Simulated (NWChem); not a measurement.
System: N-methylmethanimine (C₂H₅N); SMILES CN=C

Results from NWChem. Medium grid unless said otherwise, to which SCAN and Minnesota functionals are sensitive. All runs use the structure optimised with PBE0/def2-SVP.

Q: Order these by “dipole (D)”, lowest first: r2SCAN/def2-TZVPD; B3LYP/def2-TZVPD; CAM-B3LYP/def2-TZVPD; PBE/def2-TZVPD; Hartree-Fock/def2-TZVPD.

A: PBE/def2-TZVPD (1.38), r2SCAN/def2-TZVPD (1.43), B3LYP/def2-TZVPD (1.48), CAM-B3LYP/def2-TZVPD (1.56), Hartree-Fock/def2-TZVPD (1.71)
